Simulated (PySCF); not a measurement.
C3H6AlBO4.
Geometry (PBE0-D3(BJ)/def2-SVP, Å), atoms numbered from 1 in this order:
```
atom  x, y, z in Å
O1     2.350    1.411    0.792
B2     1.879    0.189    0.407
O3     2.653   -0.926    0.252
C4     0.358    0.057    0.124
C5    -0.187   -1.178   -0.269
O6    -1.402   -1.418   -0.530
Al7   -2.826   -0.211   -0.487
O8    -1.736    1.204    0.059
C9    -0.487    1.175    0.258
H10    3.293    1.462    0.968
H11    3.591   -0.815    0.431
H12    0.501   -2.035   -0.363
H13   -3.323    0.060   -1.971
H14   -3.808   -0.603    0.697
H15   -0.029    2.129    0.570
```

Theory: PySCF 2.14.0, PBE0-D3(BJ)/def2-SVP geometry optimisation, gas phase.

Which atoms are bound to Al7, and at what distances?

4 atoms: H14 1.587 Å, H13 1.588 Å, O6 1.867 Å, O8 1.868 Å. The nearest atom not counted as bound is C5, at 2.82 Å (others tie with it).

List the angles at Al7.

```json
{"angle": "H13–Al7–H14", "degrees": "123.0", "distance of the outer atoms (Å)": "2.79"}
{"angle": "O8–Al7–H14", "degrees": "109.3", "distance of the outer atoms (Å)": "2.82"}
{"angle": "O6–Al7–H14", "degrees": "109.2", "distance of the outer atoms (Å)": "2.82"}
{"angle": "O6–Al7–H13", "degrees": "109.1", "distance of the outer atoms (Å)": "2.82"}
{"angle": "O8–Al7–H13", "degrees": "109.1", "distance of the outer atoms (Å)": "2.82"}
{"angle": "O6–Al7–O8", "degrees": "92.9", "distance of the outer atoms (Å)": "2.71"}
```

Describe the arrangement about Al7 in numbers.

Angles from 92.9° to 123.0°; τ4 = (360° − α − β)/141° = 0.91 with α and β the two widest (0 for a square, 1 for a tetrahedron).

What are the other bond lengths?

O1–B2, B2–O3 1.366 Å; B2–C4 1.553 Å; C4=C5, C4–C9 1.407 Å; C5–O6, O8=C9 1.265 Å. (A selection.)

Give some angles away from the centre.

O1–B2–O3 124.6°, O1–B2–C4 117.7°, B2–C4–C5 120.3°, C5–C4–C9 119.5°, C4–C5–O6 126.6°, C5–O6–Al7 127.2°.

What are the rotational constants (commonest isotopes, rigid rotor)?

A = 3221, B = 828.4, C = 665.8 MHz: an asymmetric top.

Point group: C2v (every atom within 0.08 Å of its image). Charge 0, singlet. No frequency check.

Time: 2.3 min of wall time; peak memory 0.64 GiB. Hardware: Arm Neoverse V1, one thread, shared host with 32 logical CPUs at a one-minute load of 11. That covers the optimisation of the geometry.

One conformer stands for the species.
